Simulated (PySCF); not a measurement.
benzenedithiol (C6H6S2), SMILES c1cc(S)ccc1S.

Coordinates come from a PBE0-D3(BJ)/def2-SVP optimisation. The values are those of a single conformer.

Level of theory: TDA-M06-2X/def2-SVPD (PySCF).

Vertical excitations. Isolated molecule, no solvent. State labels are in the subgroup C2.

| state | symmetry | energy (eV) | λ (nm) | f | main pairs |
|---|---|---|---|---|---|
| S1 | A | 4.67 | 266 | 0.017 | HOMO→LUMO 86 % |
| S2 | A | 4.81 | 258 | 0.000 | HOMO→LUMO+2 72 % |
| S3 | B | 5.10 | 243 | 0.005 | HOMO→LUMO+5 46 %, HOMO→LUMO+3 22 %, HOMO−1→LUMO+2 15 % |
| S4 | B | 5.24 | 237 | 0.570 | HOMO→LUMO+1 92 % |
| S5 | B | 5.76 | 215 | 0.028 | HOMO→LUMO+3 65 %, HOMO→LUMO+5 18 % |
| S6 | A | 5.79 | 214 | 0.000 | HOMO→LUMO+4 70 % |
| T1 | B | 3.82 | 324 | 0 | HOMO→LUMO+1 90 % |
| T2 | A | 3.95 | 314 | 0 | HOMO→LUMO 95 % |
Triplets are in the Tamm–Dancoff approximation.
